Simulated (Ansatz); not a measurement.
Start from `O[SiH](Br)[O][AlH2]` and change one atom or group to get `N[SiH](O)Br`.

Ansatz, PBE0-D4/def2-TZVP geometries, multiplicity 1. Each molecule was computed in one conformer, which needn't be the lowest.

Scalar relativity is left out up to krypton.

```tsv
property	`O[SiH](Br)[O][AlH2]`
HOMO energy (B3LYP/def2-TZVPP) / eV	-8.15
LUMO energy (PBE/def2-TZVPP) / eV	-2.15
LUMO energy (B3LYP/def2-TZVPP) / eV	-1.60
HOMO energy (PBE0/def2-TZVPP) / eV	-8.42
HOMO–LUMO gap (B3LYP/def2-TZVPP) / eV	6.55
HOMO–LUMO gap (PBE0/def2-TZVPP) / eV	7.05
```

Question: What does the change do to each property? (Best estimate.)

Answer: Computed: 
| property | `N[SiH](O)Br` | shift |
| --- | --- | --- |
| HOMO energy (B3LYP/def2-TZVPP) / eV | -7.74 | 0.41 |
| LUMO energy (PBE/def2-TZVPP) / eV | -0.19 | 1.96 |
| LUMO energy (B3LYP/def2-TZVPP) / eV | 0.31 | 1.91 |
| HOMO energy (PBE0/def2-TZVPP) / eV | -7.99 | 0.43 |
| HOMO–LUMO gap (B3LYP/def2-TZVPP) / eV | 8.05 | 1.50 |
| HOMO–LUMO gap (PBE0/def2-TZVPP) / eV | 8.65 | 1.60 |

With PBE0 the HOMO rises by 0.43 eV and the LUMO rises by 2.04 eV, so the gap widens by about 1.61 eV. PBE moves the HOMO by 0.56 eV and ωB97M-V by 0.32 eV.

B3LYP here is the variant with VWN-RPA as its local correlation; programs differ in this.

Spin–orbit coupling is left out; it splits and shifts lone-pair levels of the heavy atoms by tenths of an eV.
